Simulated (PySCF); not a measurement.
C2H6O2Sn, neutral, multiplicity 1. Atoms are numbered in the order given.

```xyz
11

Sn     0.0000     0.0000     0.8290
O      0.0426    -1.5580    -0.4200
C     -0.0279    -1.7514    -1.7947
H     -0.3691    -2.7804    -2.0116
H     -0.7290    -1.0618    -2.3019
H      0.9587    -1.6296    -2.2828
O     -0.0426     1.5580    -0.4200
C      0.0279     1.7514    -1.7947
H     -0.9587     1.6296    -2.2828
H      0.3691     2.7804    -2.0116
H      0.7290     1.0618    -2.3019
```

Coordinates come from a PBE0-D3(BJ)/def2-SVP optimisation. The structure was generated by enumeration; whether it is a known compound was not checked. The def2 effective core potentials stand for the cores of Sn; spin–orbit coupling is left out. The values are those of a single conformer.

The numbers are results of IEF-PCM-PBE0/def2-SVP (PySCF), not measurements.

The values are the electrostatic part of the solvation free energy, E(continuum) − E(gas) at the gas-phase geometry, in a cavity of scaled van der Waals radii (PySCF's table); cavitation and dispersion terms are not included. A continuum can't describe solvent molecules that bind to the metal. In vacuum the orbital gap is 5.37 eV. The dipole moment in vacuum is 0.21 D.

Computed values in water (ε = 78.36), N,N-dimethylformamide (ε = 37.22), tetrahydrofuran (ε = 7.43):
```tsv
solvent	ε	ΔG(elec) (kcal/mol)	dipole (D)	gap (eV)
water	78.36	-4.1	0.23	5.57
N,N-dimethylformamide	37.22	-4.0	0.23	5.57
tetrahydrofuran	7.43	-3.3	0.22	5.54
```
